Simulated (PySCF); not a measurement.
C2H7NSi2, SMILES N#CC[SiH2][SiH3].

Coordinates come from a B3LYP-D3(BJ)/def2-SVP optimisation. The structure was generated by enumeration, and PubChem lists no compound with its InChIKey, so it may never have been made. One conformer was computed; it need not be the lowest.

Calculation: TDA-LC-ωPBE/def2-SVPD (PySCF).

Vertical excitations. 

| state | energy (eV) | λ (nm) | f | main pairs |
|---|---|---|---|---|
| S1 | 7.49 | 166 | 0.037 | HOMO→LUMO 55 % |
| S2 | 7.55 | 164 | 0.008 | HOMO−1→LUMO+4 20 %, HOMO−1→LUMO+9 12 %, HOMO→LUMO 7 %, HOMO−1→LUMO+7 6 % |
| S3 | 7.79 | 159 | 0.024 | HOMO→LUMO+3 57 %, HOMO→LUMO+2 21 % |
| S4 | 7.99 | 155 | 0.037 | HOMO−1→LUMO+5 14 %, HOMO−2→LUMO+4 12 %, HOMO−2→LUMO+9 9 %, HOMO−1→LUMO+2 7 % |
| S5 | 8.08 | 153 | 0.000 | HOMO−2→LUMO+5 28 %, HOMO−2→LUMO+1 10 %, HOMO−2→LUMO+2 10 %, HOMO−2→LUMO+11 7 % |
| S6 | 8.41 | 147 | 0.012 | HOMO→LUMO+1 49 %, HOMO−1→LUMO 13 %, HOMO→LUMO 11 %, HOMO→LUMO+4 9 % |
| S7 | 8.52 | 146 | 0.071 | HOMO−1→LUMO 60 %, HOMO→LUMO+1 14 % |
| S8 | 8.59 | 144 | 0.332 | HOMO→LUMO+2 39 %, HOMO→LUMO+4 14 %, HOMO→LUMO+3 12 %, HOMO→LUMO 9 % |
| S9 | 8.78 | 141 | 0.247 | HOMO→LUMO+4 39 %, HOMO→LUMO+1 14 %, HOMO→LUMO+2 10 %, HOMO→LUMO+7 10 % |
| S10 | 8.83 | 140 | 0.015 | HOMO−3→LUMO 53 % |
| T1 | 6.16 | 201 | 0 | HOMO−1→LUMO+5 15 %, HOMO−2→LUMO+4 13 %, HOMO−2→LUMO+9 10 %, HOMO−1→LUMO+1 5 % |
| T2 | 6.40 | 194 | 0 | HOMO→LUMO 61 %, HOMO→LUMO+6 12 % |
| T3 | 6.61 | 188 | 0 | HOMO→LUMO+3 63 %, HOMO→LUMO+2 18 % |
| T4 | 6.74 | 184 | 0 | HOMO−1→LUMO+4 17 %, HOMO−2→LUMO+5 10 %, HOMO−1→LUMO+9 10 %, HOMO−1→LUMO+7 5 % |
Triplets are in the Tamm–Dancoff approximation.
